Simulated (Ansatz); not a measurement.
Start from `O[Si](F)(Br)Br` and change one atom or group to get `O[Si](Cl)(Br)Br`.

Ansatz, PBE0-D4/def2-TZVP geometries, multiplicity 1. Each molecule was computed in one conformer, which needn't be the lowest.

Scalar relativity is left out up to krypton.

| property | `O[Si](F)(Br)Br` |
| --- | --- |
| ideal-gas entropy at 298 K and 1 bar (rigid rotor, harmonic PBE0-D4/def2-TZVP) / J/(mol·K) | 365 |
| HOMO–LUMO gap (ωB97M-V/def2-TZVPP) / eV | 12.48 |
| HOMO–LUMO gap (B3LYP/def2-TZVPP) / eV | 7.83 |
| LUMO energy (ωB97M-V/def2-TZVPP) / eV | 1.50 |
| LUMO energy (PBE0/def2-TZVPP) / eV | -0.39 |
| HOMO energy (ωB97M-V/def2-TZVPP) / eV | -10.98 |

Problem. What does the change do to each property? (An estimate is asked.)

Solution. The calculation gave: 
```
                                                                                  property  `O[Si](Cl)(Br)Br`  shift
ideal-gas entropy at 298 K and 1 bar (rigid rotor, harmonic PBE0-D4/def2-TZVP) / J/(mol·K)                376     11
                                                   HOMO–LUMO gap (ωB97M-V/def2-TZVPP) / eV              12.12  -0.36
                                                     HOMO–LUMO gap (B3LYP/def2-TZVPP) / eV               7.42  -0.41
                                                     LUMO energy (ωB97M-V/def2-TZVPP) / eV               1.27  -0.23
                                                        LUMO energy (PBE0/def2-TZVPP) / eV              -0.69  -0.30
                                                     HOMO energy (ωB97M-V/def2-TZVPP) / eV             -10.85   0.13
```

With PBE0 the HOMO rises by 0.13 eV and the LUMO falls by 0.30 eV, so the gap narrows by about 0.43 eV. PBE moves the HOMO by 0.13 eV and ωB97M-V by 0.13 eV.

B3LYP here is the variant with VWN-RPA as its local correlation; programs differ in this.

Spin–orbit coupling is left out; it splits and shifts lone-pair levels of the heavy atoms by tenths of an eV.
